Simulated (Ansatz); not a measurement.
Basis-set series for Ge2H10Si2, SMILES `[SiH3][GeH2][SiH2][GeH3]`. Total charge 0; spin multiplicity 1. Geometry: relaxed with PBE0-D4/def2-TZVP. It is one conformer, not always the lowest.

```
functional       basis  functions  energy (Eh)  HOMO (eV)  LUMO (eV)
   PBE0-D4    def2-SVP        150  -4737.53002      -7.85       0.00
   PBE0-D4  def2-QZVPP        618  -4738.36726      -7.81      -0.29
   ωB97M-V    def2-SVP        150  -4737.97774      -9.76       1.82
   ωB97M-V  def2-QZVPP        618  -4738.81439      -9.75       1.12
```

Problem. Give the rows for def2-TZVPP. (An estimate is asked.)

Solution. Computed: 
```
functional       basis  functions  energy (Eh)  HOMO (eV)  LUMO (eV)
   PBE0-D4  def2-TZVPP        320  -4738.25803      -7.81      -0.19
   ωB97M-V  def2-TZVPP        320  -4738.70836      -9.75       1.46
```

Positive LUMOs are unbound and depend on the basis. Scalar relativity is left out up to krypton.
